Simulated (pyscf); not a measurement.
Homolytic dissociation enthalpies at 298 K of B–N bonds in 6 gas-phase molecules, in eV. Single points on ωB97X-D3(BJ)/def2-SVP structures (PySCF, gas phase). Both columns use the same structures and thermal terms. Rows were drawn at random from the closed-shell molecules with such a bond whose radicals are computed, keep their shape and have no isomer in the data more than 5 kcal/mol lower.

| row | molecule | radicals | PBE/def2-TZVP | ωB97M-D3(BJ)/def2-TZVP |
|---|---|---|---|---|
| 1 | H₂N–B(NH₂)–NH–In(Cl)–Cl | [H₂N–B–NH₂]• + •HN–In(Cl)–Cl | 5.30 | ? |
| 2 | H₂N–B(NH₂)–NH–Ga(Cl)–Cl | [H₂N–B–NH₂]• + •HN–Ga(Cl)–Cl | 5.45 | 5.83 |
| 3 | H₃C–Al(CH₃)–NH–B(NH₂)–NH₂ | [H₃C–Al(CH₃)–NH]• + [H₂N–B–NH₂]• | 5.41 | 5.78 |
| 4 | cyclic H₅B₄Cl₂N₃ (SMILES ClB(Cl)N1BNBNB1) | [Cl–B–Cl]• + cyclic H₅B₃N₃ (SMILES B1[N]BNBN1) [doublet] | 5.34 | 5.87 |
| 5 | H₂N–Si(NH₂)(NH₂)–NH–B(Cl)–Cl | •HN–Si(NH₂)(NH₂)–NH₂ + [Cl–B–Cl]• | 5.71 | 6.12 |
| 6 | H₂N–B(NH₂)–NH–B(Cl)–Cl | [H₂N–B–NH₂]• + •HN–B(Cl)–Cl | 5.52 | 5.94 |

Problem. Fit a line that carries the PBE values to the last column and predict row 1.

Solution. In the 5 complete rows the last column lies 0.37 to 0.53 eV from PBE (mean 0.42, median 0.41). Least squares gives y = 1.30 + 0.84·x with residuals of 0.05 eV (root mean square). For row 1: 1.30 + 0.84 × 5.30 = 5.75 eV, an extrapolation. The computed value is 5.72 eV, 0.03 under the line. Elements up to Kr have no core potential and no relativistic terms here. Elements past Kr carry the def2 core potentials, without spin-orbit coupling.
